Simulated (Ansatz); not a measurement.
## doublet BeO(+): levels of theory in one basis

```xyz
2

Be    0.0000    0.0000    0.0000
O     0.0000    0.0000    1.3310
```

Basis set: def2-SVP (spherical functions). Frozen core: 1 orbital. Correlation on ROHF uses semicanonical orbitals with singles. Charge 1, multiplicity 2.

Computed with Ansatz (development build ahead of 0.2.0); each method stands on the lowest determinant of its kind that the runs found.

| method | E − E(ROHF) (eV) | <S²> of the determinant |
| --- | --- | --- |
| ROHF | 0.00 | – |
| UHF | -0.09 | 0.76 |
| ROHF-MP2 | -4.31 | – |

(1) What does ROHF-CCSD(T) give on the same scale?

Results:

(1) -4.70 eV.
